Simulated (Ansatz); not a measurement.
Reaction (substitution at a C–Ga bond): `C=[N][GaH][CH3]` + `[F][Cd][SH]` → `C[S][Cd][F]` + `C=[N][GaH2]`

Computed with Ansatz on PBE0-D4/def2-TZVP structures; ΔE is electronic, products minus reactants. CCSD(T)/CBS adds triple-zeta CCSD(T) − MP2 to the extrapolated MP2 energy (def2 sets, frozen cores). DFT in def2-TZVPP. B3LYP here is the variant with VWN-RPA as its local correlation; programs differ in this. Elements past krypton have def2 core potentials. For Cd, Ga outer-core shells are correlated without core-valence functions, which leaves a few kJ/mol of doubt a bond. Scalar relativity is left out up to krypton. One conformer a species, not always the lowest.

| level | ΔE (kJ/mol) | difference from CCSD(T)/CBS |
| --- | --- | --- |
| PBE-D4 | 52.8 | -10.7 |
| r2SCAN-D4 | 56.7 | -6.8 |
| PBE0-D4 | 56.4 | -7.1 |
| B3LYP-D4 | 54.7 | -8.8 |
| ωB97X-V | 57.1 | -6.4 |
| ωB97M-V | 59.2 | -4.3 |
| B2PLYP | 58.8 | -4.7 |
| PBE | 53.5 | -10.0 |
| r2SCAN | 56.7 | -6.8 |
| PBE0 | 57.0 | -6.5 |
| B3LYP | 56.0 | -7.5 |
| HF/def2-TZVPP | 58.3 | -5.2 |
| MP2/def2-TZVPP | 64.2 | 0.7 |
| SCS-MP2/def2-TZVPP | 61.0 | -2.5 |
| CCSD/def2-TZVPP | 64.2 | 0.7 |
| CCSD(T)/def2-TZVPP | 63.2 | -0.3 |
| HF/def2-QZVPP | 57.6 | -5.9 |
| MP2/def2-QZVPP | 64.1 | 0.6 |
| SCS-MP2/def2-QZVPP | 60.7 | -2.8 |
| HF/CBS(def2) | 57.6 | -5.9 |
| MP2/CBS(def2) | 64.5 | 1.0 |
| CCSD/CBS(def2) | 64.4 | 0.9 |
| CCSD(T)/CBS | 63.5 | 0 |

Largest T1 diagnostic among the species: 0.017.

From PBE to PBE0 (25 % exact exchange), in def2-TZVPP and without D4, ΔE moves by +3.4 kJ/mol. In def2-TZVPP, CCSD(T) changes the Hartree–Fock value by +4.9 kJ/mol (the triples alone add −1.0 kJ/mol) and MP2 by +5.9 kJ/mol.
